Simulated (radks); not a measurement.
Values are calculated unless marked as measured or tabulated.
Task: The table gives one normalised radial function P(r) = r R(r) (large component) of Ga in [Ar] 3d10 4p3 (r in bohr). Code: a radial shooting solver on a logarithmic mesh with Libxc functionals. Model: Dirac Kohn-Sham, LDA (Slater exchange, Perdew-Wang correlation), spin-unpolarised, spherical densities, point nucleus; open shells fill j = l - 1/2 first.

| r | P |
|---|---|
| 0.001618 | 0.0009 |
| 0.002452 | 0.0020 |
| 0.003747 | 0.0045 |
| 0.005681 | 0.0100 |
| 0.008611 | 0.0219 |
| 0.01316 | 0.0475 |
| 0.01995 | 0.0978 |
| 0.03024 | 0.1907 |
| 0.0462 | 0.3458 |
| 0.07004 | 0.5439 |
| 0.1062 | 0.6891 |
| 0.1622 | 0.5582 |
| 0.2459 | -0.0379 |
| 0.3728 | -0.8850 |
| 0.5697 | -1.3040 |
| 0.8636 | -0.9603 |
| 1.309 | -0.3830 |
| 2 | -0.0703 |
| 3.032 | -0.0048 |
| 4.597 | -0.0001 |
| 7.024 | 0.0000 |
| 10.65 | 0.0000 |

Which n and l does it have? It may be an empty orbital.

Result: n = 3, l = 1: the number of nodes gives n - l - 1 = 1, the rise at small r points to l (this Dirac orbital starts as r^gamma with gamma = sqrt((l + 1)^2 - (Z/c)^2) = 1.99; the j = 3/2 orbital of l + 1 starts with the same power, but with a smaller coefficient, and then steepens), and the extent must fit the shell. The curve is that of 3p3/2; the two j differ most near the nucleus, where j = l - 1/2 has the larger amplitude, and in heavy atoms j = l - 1/2 is also the more compact. 3p3/2: eigenvalue -100.99 eV, 1 radial node at r = 0.241 bohr, <r> = 0.683 bohr, 90 % of the charge inside 1.05 bohr.
